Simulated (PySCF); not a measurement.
neopentane (C5H12), singlet, at a GFN2-xTB geometry; PySCF with DF-HF/def2-TZVP.

The PySCF input:
```python
from pyscf import gto, scf

mol = gto.M(
    atom='''
C    -0.34215524   -0.44093178    1.42464201
C     0.00000000   -0.00000000    0.00000000
C     0.14029710    1.52302017   -0.04268716
C    -1.11651382   -0.43618167   -0.95091448
C     1.31837196   -0.64590671   -0.43104038
H    -1.27791688    0.00855262    1.74994028
H    -0.44624317   -1.52262297    1.47577845
H     0.44101505   -0.13950486    2.11695060
H     0.38391316    1.85675159   -1.04905668
H    -0.78835260    2.00145569    0.26098084
H     0.93057933    1.85339821    0.62799115
H    -2.06369048    0.01337275   -0.66063489
H    -1.23201677   -1.51780284   -0.93479673
H    -0.89142473   -0.13133135   -1.97067241
H     1.23876228   -1.73061949   -0.40725903
H     2.12602050   -0.34750138    0.23391312
H     1.57935432   -0.34414799   -1.44313471
''',
    basis='def2-tzvp',
    verbose=4,
)

mf = scf.RHF(mol)
mf = mf.density_fit(auxbasis='def2-universal-jkfit')
mf.kernel()
mf.analyze()
```

Q: Write the output that PySCF gives for this input, abridged.

A: 
```
PySCF version 2.14.0

[INPUT] verbose = 4
[INPUT] num. atoms = 17
[INPUT] num. electrons = 42
[INPUT] charge = 0
[INPUT] spin (= nelec alpha-beta = 2S) = 0
[INPUT] symmetry False subgroup None
[INPUT] Mole.unit = angstrom
[INPUT] Symbol           X                Y                Z      unit          X                Y                Z       unit  Magmom
[INPUT]  1 C     -0.342155240000  -0.440931780000   1.424642010000 AA   -0.646579695685  -0.833240303817   2.692183224450 Bohr   0.0
[INPUT]  2 C      0.000000000000   0.000000000000   0.000000000000 AA    0.000000000000   0.000000000000   0.000000000000 Bohr   0.0
[INPUT]  3 C      0.140297100000   1.523020170000  -0.042687160000 AA    0.265123095071   2.878091003489  -0.080667041435 Bohr   0.0
[INPUT]  4 C     -1.116513820000  -0.436181670000  -0.950914480000 AA   -2.109905334092  -0.824263896855  -1.796967935083 Bohr   0.0
[INPUT]  5 C      1.318371960000  -0.645906710000  -0.431040380000 AA    2.491361934706  -1.220586783919  -0.814548266828 Bohr   0.0
[INPUT]  6 H     -1.277916880000   0.008552620000   1.749940280000 AA   -2.414912913159   0.016162109447   3.306907863545 Bohr   0.0
[INPUT]  7 H     -0.446243170000  -1.522622970000   1.475778450000 AA   -0.843277376258  -2.877340404272   2.788817091035 Bohr   0.0
[INPUT]  8 H      0.441015050000  -0.139504860000   2.116950600000 AA    0.833397661311  -0.263625978446   4.000456853234 Bohr   0.0
[INPUT]  9 H      0.383913160000   1.856751590000  -1.049056680000 AA    0.725490728016   3.508751986451  -1.982429814345 Bohr   0.0
[INPUT] 10 H     -0.788352600000   2.001455690000   0.260980840000 AA   -1.489770503589   3.782203104552   0.493182311359 Bohr   0.0
[INPUT] 11 H      0.930579330000   1.853398210000   0.627991150000 AA    1.758540070881   3.502415016659   1.186731282151 Bohr   0.0
[INPUT] 12 H     -2.063690480000   0.013372750000  -0.660634890000 AA   -3.899809813072   0.025270835032  -1.248419010432 Bohr   0.0
[INPUT] 13 H     -1.232016770000  -1.517802840000  -0.934796730000 AA   -2.328174276171  -2.868231678687  -1.766509801839 Bohr   0.0
[INPUT] 14 H     -0.891424730000  -0.131331350000  -1.970672410000 AA   -1.684548600364  -0.248180283069  -3.724031136137 Bohr   0.0
[INPUT] 15 H      1.238762280000  -1.730619490000  -0.407259030000 AA    2.340921442642  -3.270396861934  -0.769608028456 Bohr   0.0
[INPUT] 16 H      2.126020500000  -0.347501380000   0.233913120000 AA    4.017596480211  -0.656682436108   0.442031733743 Bohr   0.0
[INPUT] 17 H      1.579354320000  -0.344147990000  -1.443134710000 AA    2.984547118449  -0.650345447420  -2.727129362754 Bohr   0.0

nuclear repulsion = 199.270938619044
number of shells = 103
number of NR pGTOs = 326
number of NR cGTOs = 227
basis = def2-tzvp
ecp = {}

******** <class 'pyscf.df.df_jk.DFRHF'> ********
method = DFRHF
initial guess = minao
damping factor = 0
level_shift factor = 0
DIIS = <class 'pyscf.scf.diis.CDIIS'>
diis_start_cycle = 1
diis_space = 8
diis_damp = 0
SCF conv_tol = 1e-09
SCF conv_tol_grad = None
SCF max_cycles = 50
direct_scf = False
Set gradient conv threshold to 3.16228e-05
Initial guess from minao.
******** <class 'pyscf.df.df.DF'> ********
auxbasis = def2-universal-jkfit
init E= -197.159098348216
  HOMO = -0.341990062460824  LUMO = 0.0790702785737381  gap/eV = 11.45764
cycle= 1 E= -196.352836987686  delta_E= 0.806  |g|= 0.371  |ddm|= 2.59
  HOMO = -0.460998161309355  LUMO = 0.121579361721931  gap/eV = 15.85274
cycle= 2 E= -196.400717782496  delta_E= -0.0479  |g|= 0.102  |ddm|= 0.37
  HOMO = -0.4397140830393  LUMO = 0.128517630076061  gap/eV = 15.46237
cycle= 3 E= -196.404321626211  delta_E= -0.0036  |g|= 0.0382  |ddm|= 0.126
  HOMO = -0.452320887621327  LUMO = 0.127618503634473  gap/eV = 15.78095
cycle= 4 E= -196.404728953944  delta_E= -0.000407  |g|= 0.00562  |ddm|= 0.037
  HOMO = -0.451624001465906  LUMO = 0.127902362989605  gap/eV = 15.76972
cycle= 5 E= -196.404740349075  delta_E= -1.14e-05  |g|= 0.00078  |ddm|= 0.00931
  HOMO = -0.451716943278588  LUMO = 0.127922399623468  gap/eV = 15.77279
cycle= 6 E= -196.40474074657  delta_E= -3.97e-07  |g|= 0.000187  |ddm|= 0.00256
  HOMO = -0.451756476746206  LUMO = 0.127916885963707  gap/eV = 15.77372
cycle= 7 E= -196.40474076486  delta_E= -1.83e-08  |g|= 5.75e-05  |ddm|= 0.000535
  HOMO = -0.451752061261647  LUMO = 0.127918271995782  gap/eV = 15.77363
cycle= 8 E= -196.404740766134  delta_E= -1.27e-09  |g|= 6.82e-06  |ddm|= 0.000125
  HOMO = -0.451753105768274  LUMO = 0.12791782923339  gap/eV = 15.77365
cycle= 9 E= -196.404740766158  delta_E= -2.4e-11  |g|= 9.13e-07  |ddm|= 3.06e-05
  HOMO = -0.451753144255691  LUMO = 0.127917846382147  gap/eV = 15.77365
Extra cycle  E= -196.404740766158  delta_E=    0  |g|= 2.65e-07  |ddm|= 2.88e-06
converged SCF energy = -196.404740766158
**** SCF Summaries ****
Total Energy =                        -196.404740766158369
Nuclear Repulsion Energy =             199.270938619043733
One-electron Energy =                 -658.359361244185948
Two-electron Energy =                  262.683681858983846
Two-electron Coulomb Energy =          292.986203644820819
DFT Exchange-Correlation Energy =      -30.302521785836973
HOMO-LUMO gap [eV] =                    15.773651090842018
**** MO energy ****
MO #1   energy= -11.2256635997561  occ= 2
MO #2   energy= -11.2036421526616  occ= 2
MO #3   energy= -11.2036421522205  occ= 2
MO #4   energy= -11.2036421518596  occ= 2
MO #5   energy= -11.2036028739661  occ= 2
MO #6   energy= -1.10498790885059  occ= 2
MO #7   energy= -0.929158976095227 occ= 2
MO #8   energy= -0.929158975991871 occ= 2
MO #9   energy= -0.929158975223523 occ= 2
MO #10  energy= -0.729229981030905 occ= 2
MO #11  energy= -0.612191252749687 occ= 2
MO #12  energy= -0.612191252698073 occ= 2
MO #13  energy= -0.612191250210758 occ= 2
MO #14  energy= -0.554388967666873 occ= 2
MO #15  energy= -0.554388966021286 occ= 2
MO #16  energy= -0.511166551641504 occ= 2
MO #17  energy= -0.511166548848413 occ= 2
MO #18  energy= -0.511166548189197 occ= 2
MO #19  energy= -0.451753147292635 occ= 2
MO #20  energy= -0.451753145698051 occ= 2
MO #21  energy= -0.451753144255691 occ= 2
MO #22  energy= 0.127917846382147  occ= 0
MO #23  energy= 0.192408208671858  occ= 0
MO #24  energy= 0.192408208920915  occ= 0
MO #25  energy= 0.192408209158032  occ= 0
MO #26  energy= 0.19699504946696   occ= 0
MO #27  energy= 0.196995049808733  occ= 0
MO #28  energy= 0.196995049895365  occ= 0
MO #29  energy= 0.245018730650561  occ= 0
 ** Mulliken pop on meta-lowdin orthogonal AOs  **
 ** Mulliken pop  **
 ** Mulliken atomic charges  **
charge of    0C =     -0.28356
charge of    1C =      0.10416
charge of    2C =     -0.28356
charge of    3C =     -0.28356
charge of    4C =     -0.28356
charge of    5H =      0.08584
charge of    6H =      0.08584
charge of    7H =      0.08584
charge of    8H =      0.08584
charge of    9H =      0.08584
charge of   10H =      0.08584
charge of   11H =      0.08584
charge of   12H =      0.08584
charge of   13H =      0.08584
charge of   14H =      0.08584
charge of   15H =      0.08584
charge of   16H =      0.08584
Dipole moment(X, Y, Z, Debye): -0.00000,  0.00000, -0.00000
```
